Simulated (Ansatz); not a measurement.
C2H6FNSSi can be A, `CN1C[Si]1(F)S`, or B, `F[SiH]1CN1CS`.

Calculated with Ansatz (gas phase, PBE0-D4/def2-TZVP geometries, no zero-point term in ΔE). CBS: MP2 limit from def2 TZ/QZ plus the TZ coupled-cluster correction, frozen cores. Functionals use def2-TZVPP. B3LYP here is the variant with VWN-RPA as its local correlation; programs differ in this. Each species was taken in one conformer, which may not be the lowest.

(1) Which isomer does CCSD(T)/CBS put lower? Give the gap. (Best estimate.)

(2) Give E(B) − E(A) in kcal/mol with B3LYP-D4, MP2/def2-TZVPP, PBE0-D4, HF/def2-TZVPP, CCSD/def2-TZVPP, r2SCAN-D4, B2PLYP. (An estimate is asked.)

Largest T1 diagnostic: 0.012.

Results:

(1) Ansatz gave: A, by 24.6 kcal/mol.

(2) The calculation gave: B3LYP-D4 24.3, MP2/def2-TZVPP 25.1, PBE0-D4 25.2, HF/def2-TZVPP 26.0, CCSD/def2-TZVPP 24.9, r2SCAN-D4 25.4, B2PLYP 24.8. None reverses the order clearly.

From PBE to PBE0 (25 % exact exchange), in def2-TZVPP and without D4, E(B) − E(A) moves by +1.0 kcal/mol. In def2-TZVPP, CCSD(T) changes the Hartree–Fock value by −1.5 kcal/mol (the triples alone add −0.4 kcal/mol) and MP2 by −0.9 kcal/mol.
